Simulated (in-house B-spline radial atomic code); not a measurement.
A fraction x of an electron is removed from 2s in the magnesium ion Mg²⁺, starting from [He] 2s2 2p6 and keeping the highest spin. Computed with an all-electron radial atomic-structure program (B-spline basis): non-relativistic PW91, spin-polarised, spherical fractional occupations, point nucleus.

| x | E(x) - E(0) (eV) | 2s down level (eV) |
| --- | --- | --- |
| 0 | 0.0000 | -99.728 |
| 0.1 | 10.1044 | -102.362 |
| 0.13 | 13.1871 | -103.156 |
| 0.33 | 34.3499 | -108.483 |
| 0.43 | 45.3324 | -111.170 |
| 0.5 | 53.1804 | -113.060 |
| 0.61 | ? | ? |
| 0.73 | 79.9027 | -119.319 |
| 0.78 | ? | ? |
| 0.9 | 100.5834 | -123.989 |
| 1 | 113.1203 | - |

(1) What belongs in the row x = 0.61?

(2) What belongs in the row x = 0.78?

(3) Check Janak's theorem between x = 0.1 and 0.13.

## Answers

(1) An energy change of 65.7811 eV; 2s down at -116.044 eV.

(2) An energy change of 85.9028 eV; 2s down at -120.689 eV.

(3) The slope of the energy is 102.76 eV; the orbital levels give 102.76 eV (-ε of the emptying orbital, averaged over the two points).
